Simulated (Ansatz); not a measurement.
Geometry optimisation, RKS LDA/def2-SVP in Ansatz 0.2.0.

Input file:

```yaml
crystal:
  periodic: [false, false, false]
  atoms:
    - { symbol: Ta, position_ang: [-0.033121, 0.141103, 0.050575] }
    - { symbol: O, position_ang: [1.920983, 0.074082, 0.308649] }
    - { symbol: H, position_ang: [2.242655, 0.362538, 1.188174] }
    - { symbol: F, position_ang: [-0.08273, 0.71904, 1.843243] }
    - { symbol: F, position_ang: [0.302482, -0.613608, -1.628166] }
    - { symbol: F, position_ang: [-0.690729, 1.737939, -0.609911] }
    - { symbol: F, position_ang: [-1.315217, -1.145185, 0.428054] }
    - { symbol: Br, position_ang: [1.562197, -3.227517, 0.996054] }
    - { symbol: H, position_ang: [2.356379, -2.082592, 0.418028] }
basis:
  gaussian: { orbitals: def2-SVP }
hamiltonian:
  xc: lda
relax:
  f_tol: 0.03
  max_steps: 50
```

Run as:

```bash
$ ansatz run input.yaml --threads 4 --pin off --max-ram 5120MiB --backend cpu --events-out ev --progress --plain --runs-dir out
```

Task: Where does it end, and by what steps?

Result: The run converged. After 24 steps the energy has fallen by 1.129 eV; H9 moved furthest, 1.43 Å. Parted: Br8–H9 (1.51 → 2.74 Å). Joined: Ta1–Br8 (3.85 → 2.49 Å), O2–H9 (2.20 → 0.98 Å).

```csv
step,energy less start (eV),largest force component (eV/Å),accepted
0,0.0000,1.441,yes
1,-0.1362,0.225,yes
2,-0.1603,0.191,yes
3,-0.2067,0.233,yes
4,-0.2761,0.589,yes
5,-0.3223,0.862,yes
6,-0.3787,1.136,yes
7,-0.5309,1.603,yes
8,-0.4441,6.369,no
9,-0.7244,1.266,yes
10,-0.9071,0.474,yes
11,-1.0230,0.339,yes
12,-1.0631,0.854,yes
13,-1.0783,0.511,yes
14,-0.9661,1.986,no
15,-1.1006,0.205,yes
16,-1.1066,0.366,yes
17,-1.1069,0.255,yes
18,-1.1158,0.231,yes
19,-1.1261,0.080,yes
20,-1.1135,0.998,no
21,-1.1275,0.123,yes
22,-1.1284,0.081,yes
23,-1.1288,0.036,yes
24,-1.1290,0.023,yes
```

```xyz
9
Properties=species:S:1:pos:R:3
Ta -0.071 -0.566 0.208
O 2.092 -0.124 0.336
H 2.366 0.811 0.450
F -0.109 -0.076 2.031
F 0.219 -0.922 -1.613
F 0.113 1.265 -0.182
F -1.891 -0.886 0.129
Br 0.859 -2.791 0.823
H 2.684 -0.745 0.812
```

Whether the end is a true minimum wasn't checked by a vibrational analysis.

Time of the run: 21 s on 4 threads of Intel(R) Xeon(R) 6975P-C (Granite Rapids), with other jobs on the host, peak memory 0.23 GiB.
